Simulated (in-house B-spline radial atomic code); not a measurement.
A calculation on Ca³⁺: its settings, and results tabulated from the run. Level of theory: scalar-relativistic (X2C) revTPSS, spin-polarised, spherical fractional occupations, Fermi nucleus of rms radius 3.4776 fm; calculated with a B-spline radial code for spherical atoms.

Command:
```bash
python run_scf.py task.json out
```
Settings (nuclear radius in fm, mass in u):
```
Z                20
configuration    [Ne] 3s2 3p5
hamiltonian      x2c
method           revtpss,revtpss
spin_polarised   True
nucleus          fermi
rms_radius       3.4776
atomic_mass      39.96259
speed_of_light   137.035999084
```

Output (hartree, bohr):
```
 radial grid: 68 intervals, B-splines of order 8, outer radius 18.6486 bohr

 iter        energy (Eh)    residual
    1        -677.718146    2.99e-02
    2        -677.720415    1.22e-03
    3        -677.720431    4.83e-04
    4        -677.720432    2.26e-04
    5        -677.720433    4.21e-05
    6        -677.720433    6.42e-06
    7        -677.720433    4.50e-07
    8        -677.720433    5.44e-08

 total energy                      -677.72043
 kinetic                             682.9850
 electron-nucleus                  -1589.1583
 Hartree                             263.5859
 exchange-correlation                -35.1330

 orbital      occ     eigenvalue          <r>       <r^2>       <1/r>     <1/r^3>       r_max
 1s up      1.000      -146.8448    0.0765176  0.00788795     19.9205           -        0.05
 1s down    1.000      -146.8342    0.0765134  0.00788699     19.9212           -        0.05
 2s up      1.000       -16.6308     0.363123    0.156213     4.07806           -       0.299
 2s down    1.000       -16.6229     0.363057    0.156112     4.07745           -       0.299
 2p up      3.000       -13.6363     0.327511    0.132717     3.95106     187.462      0.2463
 2p down    3.000       -13.6221     0.327488     0.13265     3.95043     187.352      0.2465
 3s up      1.000        -2.9698      1.12236     1.44363     1.24388           -      0.9796
 3s down    1.000        -2.9105      1.12586     1.45376     1.24014           -      0.9802
 3p up      3.000        -2.2239       1.2034     1.68629     1.12945     21.6125       1.022
 3p down    2.000        -2.1684      1.21025     1.70767     1.12375        21.4       1.024

 Slater integrals (Eh)
   F0(3s up,3s up)               0.801976
   F0(3s up,3s down)             0.800783
   F0(3s up,3p up)               0.774339
   G1(3s up,3p up)               0.517957
   F0(3s up,3p down)             0.772126
   F0(3s down,3s down)           0.799594
   F0(3s down,3p up)             0.773252
   F0(3s down,3p down)           0.771047
   G1(3s down,3p down)           0.515295
   F0(3p up,3p up)               0.749589
   F2(3p up,3p up)               0.380392
   F0(3p up,3p down)             0.747555
   F2(3p up,3p down)             0.379075
   F0(3p down,3p down)           0.745536
   F2(3p down,3p down)           0.377776
```

Cost of the run: 0.33 s on 1 thread of Arm Neoverse V1, on a shared host.
